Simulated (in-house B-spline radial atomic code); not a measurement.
## Ionising Er II (Er+) with different functionals

Computed with an all-electron radial atomic-structure program (B-spline basis): scalar-relativistic (spin-free X2C) Hamiltonian, Fermi nucleus of rms radius 5.2516 fm, spin-polarised at highest spin, spherical fractional occupations for the functionals, the average over the highest-spin determinants for Hartree-Fock. The ionisation energy is the difference of two self-consistent energies, [Xe] 4f12 6s1 → [Xe] 4f12, without Breit or QED terms; ε is the level of the shell that loses the electron (its least bound occupied spin orbital). There is no spin-orbit coupling in this Hamiltonian.

Hybrids are left out here: with spherical fractional occupations of an open shell their exact exchange keeps a self-interaction that integer-occupation calculations don't have.

| method | rung | ΔSCF (eV) | -ε(6s) (eV) |
| --- | --- | --- | --- |
| Hartree-Fock | Hartree-Fock | 11.05 | 11.08 |
| LDA VWN5 | LDA | 12.37 | 9.64 |
| LDA PW92 | LDA | 12.37 | 9.64 |
| LDA exchange-only | LDA | 11.67 | 9.01 |
| PBE | GGA | 12.16 | 9.41 |
| PBEsol | GGA | 12.09 | 9.45 |
| BLYP | GGA | 12.24 | 9.37 |
| RPBE | GGA | 12.06 | 9.31 |
| PW91 | GGA | 12.21 | 9.48 |
| BP86 | GGA | 12.21 | 9.60 |
| AM05 | GGA | 12.06 | 9.43 |
| OLYP | GGA | 11.89 | 9.08 |
| TPSS | meta-GGA | ? | ? |
| SCAN | meta-GGA | 12.15 | 9.70 |
| r2SCAN | meta-GGA | 11.90 | 9.55 |
| revTPSS | meta-GGA | ? | ? |

**Question.** What does TPSS give?

**Answer.** ΔSCF 11.84 eV, and -ε(6s) = 9.27 eV.

**Question.** What does revTPSS give?

**Answer.** ΔSCF 11.79 eV, and -ε(6s) = 9.29 eV.

**Question.** How do they compare with the NIST value?

**Answer.** NIST lists 11.92 eV ± 0.02 (semi-empirical, ground level to ground level). Errors run from -0.87 to +0.46 eV; r2SCAN is closest (-0.02 eV), though others lie within the uncertainty of it, and part of that can be cancellation, since the calculations leave out spin-orbit coupling, Breit-QED terms, multiplet and fine-structure energies. Hartree-Fock also lacks correlation.
